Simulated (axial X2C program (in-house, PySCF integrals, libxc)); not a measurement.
**Which molecule has these constants?**

Calculated with an axial X2C code built on PySCF integrals, spin-free (one-electron X2C) or two-component (2c: spin–orbit coupling with atomic mean-field Coulomb and Gaunt terms, which also bring small scalar terms), in Dyall basis sets with cores contracted in-house; open shells are unrestricted.

A two-component PBE0 calculation in a Dyall 3-zeta basis gave Re = 1.618 Å, ωe = 722.2 cm⁻¹, Ω = 3/2.

Which molecule is it?
A. NiSe⁺
B. NiTe⁺
C. NiO⁺

C. The others have NiTe⁺ 2.414 Å and 235.5 cm⁻¹ (Ω = 3/2); NiSe⁺ 2.195 Å and 290.6 cm⁻¹ (Ω = 3/2).

Each entry is the lowest single determinant of a limited PBE0 search at one distance. De goes to single-determinant-based atoms at the same level (for ions the charge split of lowest energy) and is withheld (n/a) where an atom does not fit its ground term or J level. Main or longest-lived isotopes. One determinant is a doubtful description, or other states lie close, for NiO⁺, NiTe⁺, NiSe⁺; these need not be ground states, and all values refer to the states named. With several unpaired electrons the Ω given is that of one determinant, not necessarily of the lowest component. The functionals have no current term, which raises determinants with orbital currents.
